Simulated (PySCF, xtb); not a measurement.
BrSi, SMILES [Si]Br (connectivity only; charge and spin as stated), charge +1, multiplicity 1.

Harmonic wavenumbers (cm⁻¹) from GFN2-xTB run with xtb at its own minimum, in rising order: 527.

Question: What does B3LYP-D3(BJ)/def2-TZVP run with PySCF 2.14.0 give at its own minimum? (The exact figures need the calculation; the answer reports its results.)

Answer: 515. Paired by order, the mean absolute difference is 12 cm⁻¹ and the zero-point energies are 0.8 and 0.7 kcal/mol.
